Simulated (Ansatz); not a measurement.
A run of Ansatz (development build ahead of 0.2.0) on singlet BF₄(-) at this shape:

```xyz
5

B     0.0070    0.0071   -0.0010
F     0.8183    0.8159    0.8123
F     0.8022   -0.8149   -0.8140
F    -0.8062    0.8043   -0.8172
F    -0.8103   -0.8012    0.8144
```

Its results:

```
Converged                       : yes
Reference energy                : -422.74399 hartree
Correlation energy              : -0.83573 hartree
Total energy                    : -423.57972 hartree
Spin squared of the determinant : 0.000
```

(1) Which input gives this output? Name the method, the orbitals and the basis set, and write the input.

Results:

(1) RHF-MP2 in cc-pVDZ. An unrestricted run that stays on the closed shell gives the same numbers.

```yaml
crystal:
  periodic: [false, false, false]
  atoms:
    - { symbol: B, position_ang: [0.00699, 0.00708, -0.00103] }
    - { symbol: F, position_ang: [0.81827, 0.81593, 0.81226] }
    - { symbol: F, position_ang: [0.80224, -0.81494, -0.81399] }
    - { symbol: F, position_ang: [-0.80616, 0.80431, -0.81717] }
    - { symbol: F, position_ang: [-0.8103, -0.80117, 0.81441] }
basis:
  gaussian: { orbitals: cc-pVDZ }
total_charge: -1
hamiltonian:
  xc: hf
correlation:
  method: mp2
  frozen_orbitals: { B: 1, F: 1 }
```

Caution: no diffuse functions for an anion.
